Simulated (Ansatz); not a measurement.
Program: Ansatz. Geometries: PBE0-D4/def2-TZVP. ΔE: electronic, gas phase. CCSD(T)/CBS is the MP2 limit (def2-TZVPP, def2-QZVPP) plus CCSD(T) − MP2 in def2-TZVPP, frozen cores. Functionals use def2-TZVPP. Each species was taken in one conformer, which may not be the lowest.

Consider the redistribution: `C[SiH2]SS` + `CC(=O)O[SiH3]` → `C[SiH2]OC(C)=O` + `[SiH3]SS`.

| level | ΔE (eV) |
| --- | --- |
| PBE-D4 | 0.01 |
| r2SCAN | -0.01 |
| HF/def2-TZVPP | -0.03 |
| HF/def2-QZVPP | -0.03 |

(1) What does CCSD(T)/CBS give? (Estimate.)

Largest T1 diagnostic among the species: 0.014.

Results:

(1) Computed: 0.00 eV. The listed levels differ from it by 0.01, -0.01, -0.03, -0.03 eV.

In def2-TZVPP, CCSD(T) changes the Hartree–Fock value by +0.03 eV (the triples alone add +0.01 eV) and MP2 by +0.05 eV.
